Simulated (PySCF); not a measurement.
A structure optimised at PBE0-D3(BJ)/def2-SVP, used in a PySCF frequency run:

```xyz
10

N     -0.3761    -3.3109     0.0000
C     -0.2407    -2.1555     0.0000
N     -0.1853    -0.8286     0.0000
C      0.9301    -0.2003     0.0000
O      0.9622     1.1053     0.0000
Si    -0.5175     2.0098     0.0000
H      1.9228    -0.6782     0.0000
H     -1.2783     1.7002    -1.2366
H     -1.2783     1.7002     1.2366
H     -0.0240     3.4093     0.0000
```
Charge 0, spin multiplicity 1.

### Question
Write its SMILES, formula and point group.

### Answer
N#C/N=C/O[SiH3], C₂H₄N₂OSi, Cs

### Question
What are its rotational constants (standard atomic weights)?

### Answer
11.014, 1.3539, 1.2237 GHz
